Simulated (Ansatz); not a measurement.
Consider the germylene formation by 1,1-elimination: `[NH2][GeH2][NH][GeH2][NH2]` → `[NH2][GeH]` + `[NH2][GeH2][NH2]`.

Program: Ansatz. Geometries: PBE0-D4/def2-TZVP. ΔE: electronic, gas phase. CCSD(T)/CBS is the MP2 limit (def2-TZVPP, def2-QZVPP) plus CCSD(T) − MP2 in def2-TZVPP, frozen cores. DFT in def2-TZVPP. For Ge outer-core shells are correlated without core-valence functions, which leaves a few kJ/mol of doubt a bond. Scalar relativity is left out up to krypton. Each species was taken in one conformer, which may not be the lowest.

```csv
level,ΔE (kJ/mol),difference from CCSD(T)/CBS
PBE-D4,93.0,-17.0
PBE0-D4,110.3,0.3
ωB97X-V,116.4,6.4
HF/def2-TZVPP,97.6,-12.4
MP2/def2-TZVPP,133.7,23.7
SCS-MP2/def2-TZVPP,122.2,12.2
CCSD/def2-TZVPP,117.8,7.8
SCS-MP2/def2-QZVPP,116.6,6.6
MP2/CBS(def2),122.9,12.9
CCSD/CBS(def2),107.0,-3.0
CCSD(T)/CBS,110.0,0
```

Largest T1 diagnostic among the species: 0.015.

From PBE to PBE0 (25 % exact exchange), in def2-TZVPP and without D4, ΔE moves by +18.6 kJ/mol. The D4 term adds +20.4 kJ/mol with B3LYP and +11.6 kJ/mol with PBE0; it sums over pairs of atoms, weighted by their polarisabilities, and B3LYP, whose exchange is more repulsive, gets the larger term. In def2-TZVPP, CCSD(T) changes the Hartree–Fock value by +23.2 kJ/mol (the triples alone add +3.0 kJ/mol) and MP2 by +36.1 kJ/mol.

B3LYP here is the variant with VWN-RPA as its local correlation; programs differ in this.
